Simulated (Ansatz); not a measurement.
B₉P₉H₂₄, a nanocrystal cut from wurtzite BP (hydrogen-capped), 42 atoms. Hardware: 2 threads of AMD EPYC 7R13 on a shared host and a share (18 GiB) of an NVIDIA H100 80GB HBM3.

Single mean-field runs in def2-SVP, def2-TZVP are fitted with def2-universal-jkfit.

Problem. How many basis functions does each of these Ansatz runs have, and roughly what does it cost? PBE0-D4/def2-TZVP, charge -1 doublet at the geometry of the charge 0 singlet, energy; PBE0-D4/def2-TZVP, charge 0 singlet, energy, from earlier orbitals; PBE-D4/def2-TZVP, charge 0 singlet, energy, from earlier orbitals; PBE0-D4/def2-SVP, charge 0 singlet, energy, from earlier orbitals; PBE with 10 % exact exchange/def2-SVP, charge 0 singlet, energy, from earlier orbitals; PBE-D4/def2-TZVP, charge -1 doublet at the geometry of the charge 0 singlet, energy, from earlier orbitals; PBE-D4/def2-SVP, charge 0 singlet, energy, from earlier orbitals; PBE with 15 % exact exchange/def2-SVP, charge 0 singlet, energy, from earlier orbitals; PBE with 5 % exact exchange/def2-SVP, charge 0 singlet, energy, from earlier orbitals; PBE with 50 % exact exchange/def2-SVP, charge 0 singlet, energy, from earlier orbitals; PBE0-D4/def2-TZVP, charge 1 doublet at the geometry of the charge 0 singlet, energy; PBE-D4/def2-TZVP, charge 0 triplet at the geometry of the charge 0 singlet, energy, from earlier orbitals.

Solution. Other jobs shared the machine, so times can vary by a factor of up to 3.

```tsv
run	functions	fitting or Cholesky vectors	wall time	peak host memory (GiB)
PBE-D4/def2-SVP, charge 0 singlet, energy, from earlier orbitals	408	2259	3.8 s	0.88
PBE with 50 % exact exchange/def2-SVP, charge 0 singlet, energy, from earlier orbitals	408	2259	4 s	0.88
PBE with 5 % exact exchange/def2-SVP, charge 0 singlet, energy, from earlier orbitals	408	2259	4.1 s	0.89
PBE with 15 % exact exchange/def2-SVP, charge 0 singlet, energy, from earlier orbitals	408	2259	4.4 s	0.89
PBE0-D4/def2-SVP, charge 0 singlet, energy, from earlier orbitals	408	2259	4.5 s	0.89
PBE with 10 % exact exchange/def2-SVP, charge 0 singlet, energy, from earlier orbitals	408	2259	4.6 s	0.89
PBE0-D4/def2-TZVP, charge 0 singlet, energy, from earlier orbitals	756	2259	5.5 s	1.1
PBE-D4/def2-TZVP, charge 0 singlet, energy, from earlier orbitals	756	2259	7.5 s	1.1
PBE-D4/def2-TZVP, charge -1 doublet at the geometry of the charge 0 singlet, energy, from earlier orbitals	756	2259	9.5 s	1.4
PBE0-D4/def2-TZVP, charge -1 doublet at the geometry of the charge 0 singlet, energy	756	2259	15 s	1.5
PBE-D4/def2-TZVP, charge 0 triplet at the geometry of the charge 0 singlet, energy, from earlier orbitals	756	2259	22 s	1.4
PBE0-D4/def2-TZVP, charge 1 doublet at the geometry of the charge 0 singlet, energy	756	2259	36 s	1.5
```
